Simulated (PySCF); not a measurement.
Input for PySCF: R-MP2/6-31G* on H2O (SMILES O) with ghost functions, monomers drawn apart or pushed together.

```python
from pyscf import gto, scf, dft, mp
from pyscf.data.elements import chemcore

mol = gto.M(
    atom='''
    O     0.04092865    0.33230201    0.25285459
    H     0.79409459    0.84827547   -0.05584907
    H     0.18620983   -0.56719311   -0.06111981
    ghost-Cl   -0.50054367    0.54831046    4.83719940
    ghost-H   -0.39940717    0.50935629    3.53744875
    ''',
    basis='6-31g*',
    cart=True,
    charge=0, spin=0, verbose=3, max_memory=1800)
mf = scf.RHF(mol)
mf.conv_tol = 1e-8
mf.max_cycle = 100
mf.kernel()
if not mf.converged:
    mf = mf.newton().run(mf.mo_coeff, mf.mo_occ)
pt = mp.MP2(mf, frozen=chemcore(mol)).run()
```

Q: Predict the final total energy.

A: -76.1973 hartree.
